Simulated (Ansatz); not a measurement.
Species: H$_{3}$GeO, charge 0, doublet. H3GeO (SMILES [OH][GeH2], doublet).
B3LYP-D3(BJ)/def2-TZVP minimum from Ansatz (a quantum-chemistry and plane-wave program):
```xyz
5

Ge     0.2433     0.2510     0.1136
O     -1.0412    -0.8446    -0.5109
H      0.9185    -0.4316     1.3464
H      1.2244     0.3597    -1.0826
H     -1.6007    -1.2022     0.1868
```
Charge 0, spin multiplicity 2.

Total energies in cc-pVDZ, 13 correlated electrons, 15 frozen orbitals. Open shells are spin-unrestricted; no spin-orbit coupling. Correlated methods leave the cores frozen (noble-gas shells, and filled d and f shells in the p block). No relativity.

| method | program | energy (Eh) | minus CCSDTQ (mEh) |
|---|---|---|---|
| HF | Ansatz | -2151.92257 | 306.89 |
| MP2 | Ansatz | -2152.19868 | 30.77 |
| CCSD | Ansatz | -2152.22139 | 8.07 |
| CCSD(T) | Ansatz | -2152.22803 | 1.43 |
| CCSDT(Q) | Ansatz | -2152.22955 | -0.09 |
| CCSDTQ | Ansatz | -2152.22945 | 0.00 |

Rough core times of Ansatz's runs on a shared machine: CCSD(T) under 20 s, CCSDT(Q) 2 min, CCSDTQ 4 h.
